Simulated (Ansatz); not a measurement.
Cost and result for the atomization energy of `[SiH3][Al]([SiH3])[SiH3]` (13 atoms, 12 bonds).

```csv
atom,x (Å),y (Å),z (Å)
Si1,1.1775,0.9157,-1.9623
Al2,0.0219,-0.0465,-0.0162
Si3,-1.2289,1.4906,1.4415
Si4,0.0696,-2.4476,0.5080
H5,1.9125,-0.0892,-2.7807
H6,0.1991,1.5994,-2.8583
H7,2.1619,1.9478,-1.5229
H8,-1.8773,0.8201,2.6037
H9,-0.3262,2.5506,1.9791
H10,-2.3004,2.1824,0.6661
H11,0.6463,-2.6654,1.8672
H12,-1.3183,-2.9959,0.5303
H13,0.8622,-3.2620,-0.4555
```

Total charge 0; spin multiplicity 1. The geometry is a stationary point of PBE0-D4/def2-TZVP. Program: Ansatz. All runs use 4 threads of an Arm Neoverse V2 on a shared host. Times are those of one run each, without the atoms' runs, and a repeat can differ threefold. Electronic energies, without spin–orbit coupling; frozen cores. CCSD(T)/CBS adds CCSD(T) − MP2 in def2-TZVPP to the MP2 limit, and its time is that of the two runs behind it. T1 = 0.014. HSE06 is the plane-wave form, built on full-range PBE exchange.

CCSD(T)/CBS is a level of theory with its own doubt, some kJ/mol a heavy atom from the limit and from the frozen cores, so smaller differences don't rank the functionals.

```tsv
level	functions	wall time	atomization (kcal/mol)	difference from CCSD(T)/CBS	per bond
LDA (SPW92)/def2-TZVPP	294	1.4 s	929.0	75.0	6.2
BLYP-D4/def2-TZVPP	294	2.1 s	837.0	-17.0	-1.4
PBE-D4/def2-TZVPP (with forces)	294	2.6 s	837.9	-16.1	-1.3
CCSD(T)/def2-SVP	117	2.9 s	797.5	-56.5	-4.7
PBE0-D4/def2-TZVPP	294	3.4 s	840.3	-13.7	-1.1
BHLYP-D4/def2-TZVPP	294	3.5 s	847.2	-6.8	-0.6
HSE06-D4/def2-TZVPP	294	3.7 s	840.5	-13.5	-1.1
CAM-B3LYP-D4/def2-TZVPP	294	4 s	852.2	-1.8	-0.1
B97M-V/def2-TZVPP	294	9 s	860.7	6.7	0.6
ωB97M-V/def2-TZVPP (with forces)	294	14 s	849.2	-4.8	-0.4
MP2/def2-QZVPP	550	23 s	829.3	-24.7	-2.1
CCSD(T)/def2-TZVPP	294	110 s	833.4	-20.6	-1.7
CCSD(T)/CBS(def2)	–	2.2 min	854.0	0.0	0.0
```

From BLYP to BHLYP (50 % exact exchange), in def2-TZVPP and without D4, the atomization energy moves by +14.4 kcal/mol. In def2-TZVPP, CCSD(T) changes the Hartree–Fock value by +177.5 kcal/mol (the triples alone add +6.4 kcal/mol) and MP2 by +161.2 kcal/mol; breaking electron pairs costs correlation energy, which Hartree–Fock lacks. Leaving LDA and LC-ωPBE aside and taking each functional with its dispersion term where it has one, the values, not all of them listed here, spread over 33.1 kcal/mol, from revPBE-D4 to ωB97X-V. LDA lies +97.6 kcal/mol from PBE without D4, its usual overbinding.
